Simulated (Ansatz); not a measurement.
A made-up structure of C$_{2}$H$_{2}$Ga, doublet:

```tsv
atom	x (Å)	y (Å)	z (Å)
C1	0.2661	-1.4537	0.0087
C2	0.1796	-0.2449	0.0002
Ga3	0.2822	1.6776	-0.0162
H4	0.3206	-2.5189	0.0163
H5	0.5174	-1.6587	1.0178
```

It is relaxed with PBE-D4/def2-SVP and then PBE0-D4/def2-TZVP (Ansatz 0.2.0). Atoms count as bonded within 1.22 times the sum of their covalent radii (H–H: 0.88 Å). The end point is not checked to be a true minimum.

Problem. Does its bonding change? (A judgement: the text doesn't fix the answer.)

Solution. By the calculation: No: no bond forms or breaks.

Where it ends: The first stage lowers the energy by 2.03 eV in 7 steps. It ends as C₂H₂Ga ([CH2][C][Ga]):
```csv
atom,x (Å),y (Å),z (Å)
C1,0.3478,-1.5160,0.3395
C2,0.2817,-0.2356,0.0840
Ga3,0.1817,1.7283,-0.3039
H4,0.1992,-2.2739,-0.4337
H5,0.5555,-1.9014,1.3408
```

Labels in which every atom is bracketed show which atoms are joined, not bond orders.

For scale, one of the runs: PBE0-D4/def2-TZVP relaxation, 122 basis functions, launched by `ansatz run in.yaml --threads 2 --pin off --events-out ev --progress --plain --max-ram 4352MiB`. The run took about 27 s on 2 CPU threads of an Arm Neoverse V1 (shared host).
